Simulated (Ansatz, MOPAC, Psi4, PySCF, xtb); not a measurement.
Lewis adduct: GaH3 (SMILES [GaH3]) (first 4 atoms) with C2H6O (SMILES COC); geometry from B3LYP-D3(BJ)/def2-TZVP, rigid monomers moved along the line of their centres of mass till Ga1···O6 is 3.02 Å.
(charge 0, multiplicity 1):
```xyz
13

Ga     0.71688     0.24026     0.98544
H      1.97811    -0.69683     1.11976
H     -0.60867    -0.37569     0.37691
H      0.90053     1.80568     0.93433
C     -1.32168     0.90394     4.20754
O     -0.24147     0.03991     3.84579
C     -0.38553    -1.28352     4.36737
H     -1.39138     0.96487     5.29559
H     -2.26295     0.53223     3.79383
H     -1.09741     1.88296     3.79333
H     -0.44617    -1.24164     5.45685
H      0.49607    -1.84168     4.06468
H     -1.28308    -1.75814     3.96187
```

```
level                            interaction energy (kcal/mol)  cost
-------------------------------  -----------------------------  ----
AM1                                                      -8.46     -
PM3                                                     -23.48     -
PM6                                                      -2.71     -
PM7                                                      -2.23     -
GFN1-xTB                                                -11.69     -
GFN2-xTB                                                -17.53     -
HF/STO-3G (no counterpoise)                              -7.03     -
HF/3-21G (no counterpoise)                              -13.85     -
HF/6-31G*                                                -7.60     -
HF/6-31G* (no counterpoise)                              -8.76     -
HF/aug-cc-pVDZ                                           -7.17     -
PBE/def2-TZVPPD                                          -7.33    ×1
PBE-D3(BJ)/def2-TZVPPD                                   -8.56    ×1
PBE-D4/def2-TZVPPD                                       -8.94    ×1
BP86/6-31G* (no counterpoise)                            -8.62     -
r2SCAN/def2-TZVPPD                                       -8.34    ×2
r2SCAN-D3(BJ)/def2-TZVPPD                                -8.87    ×2
r2SCAN-D4/def2-TZVPPD                                    -8.89    ×2
B3LYP/3-21G (no counterpoise)                           -14.71     -
B3LYP/6-31G*                                             -7.18     -
B3LYP/6-31G* (no counterpoise)                           -9.12     -
B3LYP/def2-TZVPPD                                        -6.73    ×2
B3LYP-D3(BJ)/def2-TZVPPD                                 -8.83    ×2
B3LYP-D4/def2-TZVPPD                                     -9.22    ×2
PBE0/def2-TZVPPD                                         -7.38    ×2
PBE0-D3(BJ)/def2-TZVPPD                                  -8.63    ×2
PBE0-D4/def2-TZVPPD                                      -8.87    ×2
M06-2X/6-31G* (no counterpoise)                         -11.19     -
wB97X-V/def2-TZVPPD                                      -8.79    ×3
wB97M-V/def2-TZVPPD                                      -8.69    ×4
MP2/6-31G*                                               -8.34     -
MP2/6-31G* (no counterpoise)                            -10.67     -
MP2/aug-cc-pVDZ                                          -8.66     -
SCS-MP2/aug-cc-pVDZ                                      -8.22     -
CCSD/aug-cc-pVDZ                                         -8.29     -
CCSD(T)/aug-cc-pVDZ                                      -8.51   ×20
SAPT0/aug-cc-pVDZ                                        -9.09     -
```

The rows run from -23.48 (PM3) to -2.23 kcal/mol (PM7). In aug-cc-pVDZ the value moves HF -7.17, MP2 -8.66, CCSD -8.29, CCSD(T) -8.51, a shift of -1.34 from HF to CCSD(T). The dispersion term adds -1.23 in PBE-D3(BJ), -1.61 in PBE-D4, -0.53 in r2SCAN-D3(BJ). The 6 functionals in def2-TZVPPD without D3 or D4 span 2.06, from wB97X-V to B3LYP.

Interaction energies are E(AB) − E(A) − E(B) at the monomers' geometry in the complex; basis-set methods are counterpoise corrected. Rows marked so take none.

Correlated levels freeze the cores. Filled d and f shells under p-block atoms count as core. Rows in 3-21G, 6-31G*, STO-3G carry no dispersion term and start afresh at each structure (6-31G* with six Cartesian d functions); the Pople sets are all-electron and without relativity. MP2/6-31G* freezes PySCF's default core, which leaves 3d correlated. The state that AM1, PM3, PM6, PM7 reach isn't checked; PM7 holds dispersion and hydrogen-bond terms.

Codes used: Ansatz (a quantum-chemistry and plane-wave program); MOPAC for AM1, PM3, PM6, PM7 (differences of heats of formation); Psi4 for SAPT; PySCF for 3-21G rows, 6-31G* rows, STO-3G rows, the dispersion terms; xtb for the GFN methods. Each number belongs to the level named beside it.

Costs are rough ratios of core time to PBE/def2-TZVPPD (about 16 s over the structures, on one shared machine); a dash marks a level with no comparable run of its own.
